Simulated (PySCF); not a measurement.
Input for PySCF: D3(BJ) and D4 dispersion corrections on C3H8Si (a complex), monomers drawn apart or pushed together.

```python
from pyscf import gto
from pyscf.dispersion import dftd3, dftd4

mol = gto.M(
    atom='''
    Si   -0.18064048   -0.03076817    0.10956112
    H    -0.64126556   -1.42512559    0.28734278
    H    -1.04138539    0.88637235    0.88805706
    H    -0.26707869    0.32864671   -1.32622388
    H     1.22299109    0.09719007    0.55753173
    C     0.22028244   -1.24026804    4.95683217
    C     0.25488179    0.04040142    5.17929235
    C     0.28747268    1.32249622    5.38856565
    H     1.10341398   -1.77886331    4.63295036
    H    -0.69212226   -1.81044520    5.08738043
    H     0.52894807    1.72921078    6.36368004
    H     0.07312019    2.02470623    4.59110340
    ''',
    basis='def2-svp',
    charge=0, spin=0, verbose=0, max_memory=1800)
d3, d4 = {}, {}
for xc in ['hf', 'pbe', 'blyp', 'revpbe', 'tpss', 'r2scan', 'b3lyp', 'pbe0', 'bhlyp', 'camb3lyp', 'b2plyp']:
    d3[xc] = float(dftd3.DFTD3Dispersion(mol, xc=xc, version='d3bj', atm=False).get_dispersion()['energy'])
    print(f'D3(BJ) {xc:10s} {d3[xc]:14.8f} Eh')
for xc in ['hf', 'pbe', 'blyp', 'revpbe', 'tpss', 'r2scan', 'b3lyp', 'pbe0', 'bhlyp', 'camb3lyp', 'b2plyp']:
    d4[xc] = float(dftd4.DFTD4Dispersion(mol, xc={'camb3lyp': 'cam-b3lyp'}.get(xc, xc), atm=True).get_dispersion()['energy'])
    print(f'D4     {xc:10s} {d4[xc]:14.8f} Eh')
```

The log:

```
D3(BJ) hf            -0.05250438 Eh
D3(BJ) pbe           -0.00584017 Eh
D3(BJ) blyp          -0.01207922 Eh
D3(BJ) revpbe        -0.01485526 Eh
D3(BJ) tpss          -0.00724822 Eh
D3(BJ) r2scan        -0.00179688 Eh
D3(BJ) b3lyp         -0.00986206 Eh
D3(BJ) pbe0          -0.00501694 Eh
D3(BJ) bhlyp         -0.00762548 Eh
D3(BJ) camb3lyp      -0.00450449 Eh
D3(BJ) b2plyp        -0.00451342 Eh
D4     hf            -0.01972511 Eh
D4     pbe           -0.00520821 Eh
D4     blyp          -0.01147609 Eh
D4     revpbe        -0.01765289 Eh
D4     tpss          -0.00699440 Eh
D4     r2scan        -0.00148687 Eh
D4     b3lyp         -0.00821560 Eh
D4     pbe0          -0.00441160 Eh
D4     bhlyp         -0.00581166 Eh
D4     camb3lyp      -0.00443301 Eh
D4     b2plyp        -0.00364211 Eh
```

The run finished.

Cost: around 0.020 core-seconds (rough).
